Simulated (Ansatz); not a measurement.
**A geometry optimisation of C2AlSi with PBE0-D3(BJ)/pcseg-1**

The starting geometry of this gas-phase doublet was optimised with GFN2-xTB.

```yaml
atoms:
  - { symbol: C, position_ang: [-0.5377, -0.4159, -3.2585] }
  - { symbol: C, position_ang: [-1.4009, -1.3176, -3.7876] }
  - { symbol: Al, position_ang: [0.3753, -1.7970, -4.5965] }
  - { symbol: Si, position_ang: [-2.1712, 0.0498, -2.4805] }
```

Problem. Predict what it relaxes into with PBE0-D3(BJ)/pcseg-1.

Solution. A bond breaks, giving a structure given below by its coordinates. Distances that change by over a tenth: Al3–Si4 (3.79 → 2.78 Å). Contacts that open: C1–Al3 (2.13 → 3.21 Å).

The energy falls by 0.68 eV over 19 steps:

| step | E − E(last) (eV) |
| --- | --- |
| 1 | 0.677 |
| 3 | 0.502 |
| 5 | 0.342 |
| 7 | 0.294 |
| 9 | 0.127 |
| 11 | 0.080 |
| 13 | 0.023 |
| 15 | 0.001 |
| 17 | 0.000 |
| 19 | 0.000 |

Final geometry (Å):

```yaml
atoms:
  - { symbol: C, position_ang: [-0.7165, 0.2084, -2.7022] }
  - { symbol: C, position_ang: [-0.2593, -0.6757, -3.5327] }
  - { symbol: Al, position_ang: [-0.5260, -2.2503, -4.7544] }
  - { symbol: Si, position_ang: [-2.2328, -0.7632, -3.1339] }
```

The end wasn't checked by frequencies. Open shells are spin-unrestricted. Run with Ansatz 0.2.0, 2.4 min on 1 thread of Intel(R) Xeon(R) Processor @ 2.50GHz (Skylake/Cascade Lake), with other jobs on the host.
